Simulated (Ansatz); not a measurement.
PBE exchange is replaced step by step with exact exchange (0 % is PBE, 25 % PBE0; no dispersion term), basis def2-TZVPD, Ansatz. System: the cluster Ag2O⁻ (the lowest doublet isomer of a short search). The state is a doublet with charge -1. Geometry: PBE-D4/def2-TZVPD, each spin state at its own.

Geometry of the doublet:

```xyz
3

Ag   -0.6501    0.5517   -1.2496
Ag    0.2285    0.3299    1.4586
O     0.4215   -0.8816   -0.2089
```

In the def2 sets Ag takes a core potential; there is no spin–orbit coupling. At PBE-D4/def2-TZVPD, PBE with 5 % exact exchange/def2-TZVPD, PBE with 10 % exact exchange/def2-TZVPD, PBE with 15 % exact exchange/def2-TZVPD and others the highest occupied level of the charge -1 doublet lies above zero (up to 0.69 eV). By energy differences its removal costs 1.52 eV (vertical, to the charge 0 singlet, at PBE-D4/def2-TZVPD); a positive level beside a positive removal energy at the same level points to self-interaction error. At PBE-D4/def2-TZVPD, PBE with 5 % exact exchange/def2-TZVPD, PBE with 10 % exact exchange/def2-TZVPD, PBE with 15 % exact exchange/def2-TZVPD and others the highest occupied level of the charge -1 quartet lies above zero (up to 0.77 eV). It is a level of α spin, whose loss leaves a triplet; that state wasn't run at this geometry and level. The electron is either unbound and held by the finite basis, or the level is raised by self-interaction error. The structure comes from a short search, and lower isomers may exist.

HOMO and LUMO are taken over both spins.

```
exact exchange (%)  HOMO (eV)  LUMO (eV)  gap (eV)   ⟨S²⟩  quartet − doublet (kJ/mol)
                 0       0.69       1.30      0.61  0.755                       118.5
                 5       0.59       1.41      0.83  0.756                       112.0
                15       0.39       1.63      1.25  0.760                        96.0
                25       0.20       1.84      1.64  0.766                        77.4
                35       0.04       2.05      2.01  0.772                        57.4
                50      -0.19       2.35      2.54  0.787                        26.8
```

**Question.** Fit a straight line to the column «quartet − doublet (kJ/mol)» against the share of exact exchange and predict its value at 10 %.

**Answer.** With x = exact exchange (%) and y = quartet − doublet (kJ/mol): mean x = 21.67, mean y = 81.35; Σ(x − x̄)(y − ȳ) = -3292, Σ(x − x̄)² = 1783; slope b = -1.846, intercept a = ȳ − b·x̄ = 121.4. The residuals of the fitted rows reach 2.9. At x = 10 the line gives 121.4 + (-1.846 × 10) = 102.9; the run gave 104.4, 1.5 more than the line.
